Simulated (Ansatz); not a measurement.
Isolated molecules relaxed with PBE0-D4/def2-TZVP in Ansatz; ΔE leaves out vibrations. CBS: MP2 limit from def2 TZ/QZ plus the TZ coupled-cluster correction, frozen cores. This one scheme is used for every species.

Consider the substitution at a C–Si bond: `N#C[Si](F)(F)C#N` + CH₃SH → `CSC#N` + `N#C[SiH](F)F`.

```json
{"species": "`N#C[Si](F)(F)C#N`", "HF/CBS(def2) energy (Eh)": "-672.79309"}
{"species": "CH₃SH", "HF/CBS(def2) energy (Eh)": "-437.76777"}
{"species": "`CSC#N`", "HF/CBS(def2) energy (Eh)": "-529.52491"}
{"species": "`N#C[SiH](F)F`", "HF/CBS(def2) energy (Eh)": "-581.01843"}
```

Task: Work out ΔE.

Result: ΔE = (-529.52491) + (-581.01843) − (-672.79309) − (-437.76777) = 0.01752 Eh = +46.0 kJ/mol. CCSD(T)/CBS gives +43.0 kJ/mol.

Largest T1 diagnostic among the species: 0.014.

Leaving LDA and LC-ωPBE aside and taking each functional with its dispersion term where it has one, the values, not all of them listed here, spread over 13.7 kJ/mol, from PBE-D4 to ωB97M-V. LDA lies −3.6 kJ/mol from PBE without D4. From BLYP to BHLYP (50 % exact exchange), in def2-TZVPP and without D4, ΔE moves by +8.1 kJ/mol.
